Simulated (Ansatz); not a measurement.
Reaction (formal exchange of groups at the Si–C bond): `OCC[SiH2]O` + `C=CC(F)Cl` → `O[SiH2]C(F)Cl` + `C=CCCO`

Isolated molecules relaxed with PBE0-D4/def2-TZVP in Ansatz; ΔE leaves out vibrations. CCSD(T)/CBS adds triple-zeta CCSD(T) − MP2 to the extrapolated MP2 energy (def2 sets, frozen cores). Functionals use def2-TZVPP. B3LYP here is the variant with VWN-RPA as its local correlation; programs differ in this. Each species was taken in one conformer, which may not be the lowest.

(1) Is it downhill or uphill in electronic energy at CCSD(T)/CBS, and by how much? (An estimate is asked.)

(2) What do these levels give: PBE-D4, r2SCAN-D4, PBE0-D4, ωB97M-V, r2SCAN, PBE0, B3LYP, HF/def2-TZVPP, CCSD/def2-TZVPP, CCSD(T)/def2-TZVPP, HF/def2-QZVPP, SCS-MP2/def2-QZVPP? (Estimate.)

Largest T1 diagnostic among the species: 0.011.

Answers

(1) Ansatz gave: Uphill: ΔE = +7.6 kcal/mol.

(2) Ansatz gave: PBE-D4 7.2, r2SCAN-D4 8.0, PBE0-D4 7.7, ωB97M-V 7.9, r2SCAN 8.0, PBE0 7.8, B3LYP 7.7, HF/def2-TZVPP 8.4, CCSD/def2-TZVPP 8.2, CCSD(T)/def2-TZVPP 8.1, HF/def2-QZVPP 8.3, SCS-MP2/def2-QZVPP 7.9 kcal/mol.
